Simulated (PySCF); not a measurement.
Orbital picture of ZnSn

BHandHLYP at R = 2.642 Å; basis Zn def2-SVP, Sn def2-SVP with ECP28; scalar-relativistic core potentials; PySCF 2.14. State: ³Σ⁻ (triplet), unpaired electrons π ↑↑. Only the outer orbitals are listed, counted within each symmetry, core potentials removing the inner ones.

| spin | orbital | occ. | ε (eV) | on Zn (%) | main shells (%) |
| --- | --- | --- | --- | --- | --- |
| α | 10σ | 1 | -13.50 | 13 | 86 Sn s, 9 Zn s |
| α | 11σ | 1 | -7.81 | 70 | 70 Zn s, 20 Sn p, 9 Sn s |
| α | 6π | 1 | -5.38 | 5 | 94 Sn p |
| α | 6π | 1 | -5.38 | 5 | 94 Sn p |
| α | 12σ | 0 | -1.94 | 49 | 53 Sn p, 28 Zn s, 21 Zn p |
| α | 7π | 0 | 2.03 | 90 | 90 Zn p |
| α | 7π | 0 | 2.03 | 90 | 90 Zn p |
| β | 10σ | 1 | -11.75 | 19 | 80 Sn s, 16 Zn s |
| β | 11σ | 1 | -7.48 | 72 | 71 Zn s, 15 Sn s, 13 Sn p |
| β | 12σ | 0 | -1.70 | 43 | 58 Sn p, 23 Zn p, 20 Zn s |
| β | 6π | 0 | -1.13 | 12 | 88 Sn p, 12 Zn p |
| β | 6π | 0 | -1.13 | 12 | 88 Sn p, 12 Zn p |

Q: Which are the highest filled and the lowest empty level, where do they sit, and how wide is the gap?

A: Highest filled α 6π at -5.38 eV (in %: 94 Sn p); lowest empty α 12σ at -1.94 eV (in %: 53 Sn p, 28 Zn s, 21 Zn p); the gap at BHandHLYP is 3.44 eV.

```
bond order (Mayer)                               : 0.82
⟨S²⟩                                             : 2.013
charge on Zn (Mulliken, basis-dependent)         : 0.21
charge on Zn (Löwdin, basis-dependent)           : 0.35
dipole moment (positive dipole means Zn(−)Sn(+)) : -2.75 D
```

Spin–orbit coupling is left out. The state is the lowest determinant that a PBE0 search found; another state may lie lower at other levels.
